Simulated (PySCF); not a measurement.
## Isomerisation enthalpies of C6H12O2

**The experiment to reproduce.**

CRC Handbook of Chemistry and Physics lists, for the gas at 298.15 K: enthalpy of formation of `CC(=O)OC(C)(C)C` (tert-butyl acetate) -516.5 kJ/mol; enthalpy of formation of `COC(=O)C(C)(C)C` -491.2 kJ/mol; enthalpy of formation of `CCCCOC(C)=O` (butyl acetate) -485.3 kJ/mol; enthalpy of formation of `CCCCC(=O)OC` -471.1 kJ/mol.

How close the calculation comes is told at the end.

Differences of these values give the isomerisation enthalpies. Geometries: GFN2-xTB; runs in PySCF, gas phase, with a dispersion term only where the level names one. Total electronic energies (Eh):

```csv
SMILES,PBE0/pcSseg-1
CC(=O)OC(C)(C)C,-385.84829
COC(=O)C(C)(C)C,-385.84101
CCCCOC(C)=O,-385.84131
CCCCC(=O)OC,-385.83907
```

Geometry of `CC(=O)OC(C)(C)C` (Å):
```
atom  x, y, z in Å
C1     2.9634    0.0418   -0.3310
C2     1.5898   -0.4713    0.0349
O3     1.3945   -1.4950    0.6375
O4     0.6560    0.3718   -0.3948
C5    -0.7558    0.1332   -0.1549
C6    -1.4532    1.3299   -0.8024
C7    -1.0343    0.0993    1.3474
C8    -1.1903   -1.1688   -0.8263
H9     3.5570   -0.7741   -0.7343
H10    3.4510    0.4004    0.5733
H11    2.8863    0.8521   -1.0486
H12   -2.5298    1.2323   -0.6994
H13   -1.2006    1.3830   -1.8581
H14   -1.1333    2.2518   -0.3242
H15   -0.5425   -0.7553    1.8036
H16   -2.1040    0.0237    1.5201
H17   -0.6656    1.0096    1.8159
H18   -0.6882   -2.0158   -0.3674
H19   -2.2641   -1.2937   -0.7186
H20   -0.9413   -1.1444   -1.8853
```

Geometry of `COC(=O)C(C)(C)C` (Å):
```
atom  x, y, z in Å
C1     2.8501    0.2950   -0.8136
O2     1.6129    0.3073   -0.1177
C3     0.5489   -0.1429   -0.7978
O4     0.6159   -0.5369   -1.9318
C5    -0.7203   -0.0843    0.0449
C6    -0.9658    1.3728    0.4505
C7    -0.5146   -0.9494    1.2926
C8    -1.8918   -0.6115   -0.7814
H9     3.1071   -0.7232   -1.1132
H10    2.7889    0.9183   -1.7082
H11    3.5923    0.6892   -0.1240
H12   -1.8701    1.4401    1.0512
H13   -1.0896    1.9981   -0.4311
H14   -0.1288    1.7511    1.0316
H15   -1.4100   -0.9247    1.9094
H16   -0.3168   -1.9820    1.0133
H17    0.3240   -0.5802    1.8768
H18   -2.8074   -0.5774   -0.1964
H19   -2.0230   -0.0111   -1.6778
H20   -1.7070   -1.6375   -1.0890
```

Geometry of `CCCCOC(C)=O` (Å):
```
atom  x, y, z in Å
C1    -2.8537   -0.2220    0.2546
C2    -2.1042    0.9724   -0.3248
C3    -0.6002    0.9187   -0.0629
C4     0.0801   -0.2485   -0.7744
O5     1.5014   -0.1599   -0.6611
C6     2.0595   -0.6758    0.4386
C7     3.5568   -0.5098    0.4118
O8     1.4413   -1.2145    1.3183
H9    -3.9272   -0.0674    0.1749
H10   -2.6032   -0.3544    1.3043
H11   -2.6039   -1.1363   -0.2768
H12   -2.4938    1.8877    0.1255
H13   -2.2848    1.0296   -1.4007
H14   -0.1378    1.8467   -0.4084
H15   -0.4174    0.8271    1.0097
H16   -0.1274   -0.2265   -1.8466
H17   -0.2458   -1.2009   -0.3466
H18    3.8452    0.1867   -0.3685
H19    4.0114   -1.4798    0.2210
H20    3.8987   -0.1621    1.3830
```

Geometry of `CCCCC(=O)OC` (Å):
```
atom  x, y, z in Å
C1    -3.0494    0.1242   -0.8118
C2    -1.6000   -0.2987   -0.6085
C3    -1.0875    0.1000    0.7738
C4     0.3253   -0.4176    1.0350
C5     1.3596    0.2866    0.1873
O6     1.2632    1.3938   -0.2691
O7     2.4443   -0.4870    0.0306
C8     3.5234    0.0679   -0.7094
H9    -3.6938   -0.3575   -0.0789
H10   -3.3921   -0.1532   -1.8057
H11   -3.1506    1.2015   -0.7024
H12   -0.9747    0.1715   -1.3690
H13   -1.5179   -1.3821   -0.7282
H14   -1.7585   -0.2975    1.5383
H15   -1.0824    1.1883    0.8545
H16    0.6012   -0.2389    2.0780
H17    0.3978   -1.4904    0.8517
H18    4.4021   -0.5240   -0.4646
H19    3.3131    0.0098   -1.7793
H20    3.6718    1.1140   -0.4349
```

Zero-point and thermal terms are left out, so the computed numbers are electronic energies.

## Comparison

Relative to `CC(=O)OC(C)(C)C`, the lowest by measurement, in kJ/mol (measured: enthalpies at 298.15 K; computed: electronic energies):

```
         SMILES  measured  PBE0/pcSseg-1
CC(=O)OC(C)(C)C       0.0            0.0
COC(=O)C(C)(C)C      25.3           19.1
    CCCCOC(C)=O      31.2           18.3
    CCCCC(=O)OC      45.4           24.2
```

Measured values: -516.5 kJ/mol (298.15 K; CRC Handbook of Chemistry and Physics) for the first row; the others come from the same table. Mean unsigned miss over the other isomers: PBE0/pcSseg-1 13.4 kJ/mol. One conformer stands for `CC(=O)OC(C)(C)C`, `COC(=O)C(C)(C)C`, `CCCCOC(C)=O` and `CCCCC(=O)OC`, not necessarily the lowest, while the measurement averages over conformers. Where a level misses, the cause wasn't examined.
